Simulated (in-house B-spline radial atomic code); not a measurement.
Radial electron density of Dy⁺, [Kr] 4d9 4f10 5s2 5p6 6s1 10p1. Level of theory: Dirac-Hartree-Fock, average of configuration, Fermi nucleus of rms radius 5.2218 fm; calculated with a radial B-spline atomic code at the basis-set limit.

Columns: r (bohr), 4πr²n(r) (electrons per bohr), bar.

```
0.000688    2.565 #
0.000904    4.028 ##
 0.00119    6.286 ##
 0.00156    9.627 ####
 0.00205    14.57 ######
  0.0027    21.67 ########
 0.00354    31.19 ############
 0.00466    43.57 #################
 0.00612       58 ######################
 0.00804    72.84 ############################
  0.0106    85.09 ################################
  0.0139    90.74 ###################################
  0.0182    88.51 ##################################
   0.024    81.95 ###############################
  0.0315    81.05 ###############################
  0.0414    93.57 ####################################
  0.0544    112.2 ###########################################
  0.0715    115.7 ############################################
   0.094    98.16 #####################################
   0.124    88.55 ##################################
   0.162    101.5 #######################################
   0.213    97.24 #####################################
    0.28    61.22 #######################
   0.368    46.09 ##################
   0.484    54.36 #####################
   0.636    43.28 ################
   0.836    23.27 #########
     1.1    13.96 #####
    1.44    8.964 ###
     1.9    3.892 #
    2.49    1.244 
    3.28   0.5129 
    4.31    0.217 
    5.66  0.05083 
    7.44  0.01508 
    9.77 0.0007198 
    12.8  0.01894 
    16.9 0.001507 
    22.2  0.02502 
    29.2  0.01355 
    38.3  0.05222 
    50.3 0.005629 
    66.2 3.397e-05 
    86.9 8.026e-09 
     114 1.018e-13
```

On this grid the curve has 7 maxima, near 0.0139, 0.0715, 0.162, 0.484, 12.8, 22.2, 38.3 bohr.

The 10p1/2 radial function P(r) = rR(r), positive near the nucleus, with its small component Q(r) (sign convention: Q ≈ (P' + κP/r)/2c):

```csv
r (bohr),P,Q
0.00119,0.0002319,0.0006199
0.00205,0.0004439,0.000959
0.00354,0.0008949,0.001442
0.00612,0.001869,0.002059
0.0106,0.003897,0.002669
0.0182,0.007479,0.00287
0.0315,0.01191,0.002029
0.0544,0.01141,-3.194e-05
0.094,-0.003249,-0.001616
0.162,-0.01859,-0.0004072
0.28,0.007047,0.001107
0.484,0.02433,-0.0001956
0.836,-0.03334,-0.0005898
1.44,-0.02791,0.0002769
2.49,0.07367,0.0003197
4.31,0.02271,-0.0002828
7.44,-0.1045,6.451e-05
12.8,0.1367,2.928e-07
22.2,-0.1533,5.289e-05
38.3,0.2257,-1.475e-05
66.2,0.005216,-3.247e-06
```
